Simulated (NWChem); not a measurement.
Molecule: C3ClF3; SMILES FC(F)=C=C(F)Cl

Results from NWChem. Geometry: optimised at B3LYP/6-31G* (spherical d). B3LYP is NWChem's, with the RPA form of VWN correlation. Total energies compare along this basis series because the functional is fixed.

| level | basis functions | energy (Ha) | highest occupied level (eV) | orbital gap (eV) | dipole (D) | relative time |
|---|---|---|---|---|---|---|
| B3LYP/def2-SVP | 102 | -873.5023 | -7.97 | 6.83 | 0.39 | 1 |
| B3LYP/def2-SVPD | 156 | -873.5403 | -8.32 | 6.74 | 0.39 | 4 |
| B3LYP/def2-TZVP | 223 | -874.1605 | -8.16 | 6.76 | 0.40 | 4 |
| B3LYP/def2-TZVPP | 228 | -874.1606 | -8.17 | 6.76 | 0.40 | 4 |

Times are rough ratios from one shared machine.
